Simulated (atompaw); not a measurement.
## u(r) = r·R(r): atom against pseudo-atom (europium (Eu))

Columns: radius, all-electron u(r) and pseudo u(r) of the 6p shell (level -1.51 eV) of europium in the configuration [Kr] 4d10 4f7 5s2 5p6 5d0 6s1.5 6p0.5; PBE, scalar-relativistic, PAW (atompaw) scheme, atompaw 4.2.0.5.

| r (bohr) | all-electron | pseudo |
| --- | --- | --- |
| 0.115 | -0.0261 | -0.0131 |
| 0.231 | -0.0479 | -0.0517 |
| 0.346 | 0.0575 | -0.1115 |
| 0.462 | 0.1046 | -0.1876 |
| 0.577 | 0.0751 | -0.2716 |
| 0.692 | 0.0088 | -0.3563 |
| 0.808 | -0.0623 | -0.4346 |
| 0.923 | -0.1199 | -0.4981 |
| 1.038 | -0.1589 | -0.5419 |
| 1.154 | -0.1791 | -0.5626 |
| 1.269 | -0.1824 | -0.5583 |
| 1.385 | -0.1723 | -0.5297 |
| 1.500 | -0.1519 | -0.4801 |
| 1.615 | -0.1242 | -0.4136 |
| 1.731 | -0.0912 | -0.3347 |
| 1.846 | -0.0554 | -0.2504 |
| 1.962 | -0.0177 | -0.1648 |
| 2.077 | 0.0202 | -0.0839 |
| 2.192 | 0.0577 | -0.0103 |
| 2.308 | 0.0944 | 0.0545 |
| 2.423 | 0.1295 | 0.1089 |
| 2.538 | 0.1629 | 0.1541 |
| 2.654 | 0.1947 | 0.1920 |
| 2.769 | 0.2243 | 0.2238 |
| 2.885 | 0.2521 | 0.2521 |
| 3.000 | 0.2777 | 0.2777 |

Q: How many radial nodes do the two functions have?

A: The all-electron 6p function has n − l − 1 = 4 (the table is too coarse to show those close to the nucleus); the pseudo-wave has 1, since 1 lower shell of the same l stays in the valence.

Q: Is the pseudo-wave norm-conserving?

A: No, it belongs to a PAW set: the norm inside the radius is not constrained, and the difference is carried by the augmentation charge.
